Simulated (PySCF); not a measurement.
CHCl$_{2}$ (SMILES Cl[CH]Cl), doublet, at a GFN2-xTB geometry. Base run: CCSD(T)/3-21G run with PySCF.

The PySCF input:
```python
from pyscf import gto, scf, cc

mol = gto.Mole()
mol.atom = '''
    C     0.142773   -0.008963    0.683594
    Cl   -0.047223    1.456210   -0.146080
    Cl   -0.053449   -1.451828   -0.182907
    H     0.854782   -0.020714    1.491206
'''
mol.basis = '3-21g'
mol.charge = 0
mol.spin = 1
mol.verbose = 5
mol.build()

mf = scf.UHF(mol)
mf.kernel()

mycc = cc.CCSD(mf)
mycc.kernel()
et = mycc.ccsd_t()
print('E(CCSD(T)) = %.10f' % (mycc.e_tot + et))
mf.analyze()
```

Variants of this job, named by their change:

```csv
change,ΔE vs base (kcal/mol),MP2 correlation (Eh),CC correlation without the perturbative part (Eh),basis functions
base,0.000,-0.17493,-0.19613,37
cc.conv_tol = 1e-9,0.000,-0.17493,-0.19613,37
method = ccsd,2.76,-0.17493,-0.19613,37
frozen = 12,22.98,-0.14187,-0.16011,37
cc.diis_space = 3,0.000,-0.17493,-0.19613,37
cc.diis_space = 10,0.000,-0.17493,-0.19613,37
method = mp2,16.07,-0.17493,-,37
cc.direct = True,0.000,-0.17493,-0.19613,37
frozen = 10,5.64,-0.16513,-0.18743,37
cc.conv_tol = 1e-5,0.000,-0.17493,-0.19613,37
```

Open shells are given as the SCF converged; they aren't shown to be the lowest states, and a large step between rows can be another state.
